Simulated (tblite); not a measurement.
Compound: C7H11NP2.
Bonds: C1–C2, C2–C3 (aromatic), C3–C4 (aromatic), C4–N5, N5–C6, N5–C7, C4–P8 (aromatic), P8–C9 (aromatic), C9–P10 (aromatic), C2–P10 (aromatic). Hydrogens: H11, H12, H13 on C1; H14 on C3; H15, H16, H17 on C6; H18, H19, H20 on C7; H21 on C9.

The geometry is computed with GFN2-xTB (gas phase).

Task: Give the optimised bond lengths and angles.

Result: 
```
                   bond  length (Å)
                  C1–C2       1.506
                  C2–C3       1.378
                  C3–C4       1.400
                  C4–N5       1.368
           N5–C6, N5–C7       1.440
                  C4–P8       1.774
                  P8–C9       1.720
                 C9–P10       1.724
                 C2–P10       1.751
 C1–H11, C1–H12, C1–H13       1.090
                 C3–H14       1.084
C6–H15 and 4 like bonds       1.092
                 C7–H18       1.097
                 C9–H21       1.088
```

Bonds in one row agree within 0.01 Å and their mean is given. A selection of angles:
```
     angle  degrees
 C2–C1–H11    110.9
 C2–C1–H12    110.4
H11–C1–H12    107.9
H11–C1–H13    108.7
  C1–C2–C3    117.3
 C1–C2–P10    115.3
 C3–C2–P10    127.5
  C2–C3–C4    129.4
 C2–C3–H14    114.2
 C4–C3–H14    116.4
  C3–C4–N5    119.7
  C3–C4–P8    124.5
  N5–C4–P8    115.8
  C4–N5–C6    122.2
  C4–N5–C7    118.6
  C6–N5–C7    118.9
 N5–C6–H15    109.3
 N5–C6–H16    111.3
H15–C6–H16    108.0
H16–C6–H17    108.7
  C4–P8–C9    103.2
 P8–C9–P10    133.4
 P8–C9–H21    112.6
P10–C9–H21    114.0
 C2–P10–C9    102.0
```

Dihedral angles: C3–C4–N5–C6 -7° (synperiplanar). The mirror-image conformer, all signs reversed, is as good.

Of the pairs four or more bonds apart, C6···H14 is among the closest relative to their van der Waals radii: 2.41 Å, 83 % of the sum of Bondi's values. N5 (aniline-type nitrogen) is planar (angles 122.2°, 118.9° and 118.6°, sum 359.7°, 0.04 Å off the plane of its three neighbours). The 6-membered ring C2–C3–C4–P8–C9–P10 has internal angles of 102.0° to 133.4° (sum 720°, against 720° for a flat polygon); it is planar, 0.00 Å rms from its mean plane, widest ring torsion 1°. The 4 C–P bonds span 1.720 Å (P8–C9, aromatic) to 1.774 Å (C4–P8, aromatic), a spread of 0.054 Å. The C–C distances run from 1.378 Å (C2–C3, aromatic) to 1.506 Å (C1–C2, drawn single), a spread of 0.128 Å. P10 (phosphorus bonded to 2 C) is bent (angle 102.0°). The 3 C–N bonds span 1.368 Å (C4–N5, drawn single) to 1.441 Å (N5–C6, drawn single), a spread of 0.073 Å.

Point group: near Cs, missed by 0.36 Å at most; the miss may be what the optimiser left on a soft mode. Its GFN2-xTB frequencies are all real (lowest 31 cm⁻¹).
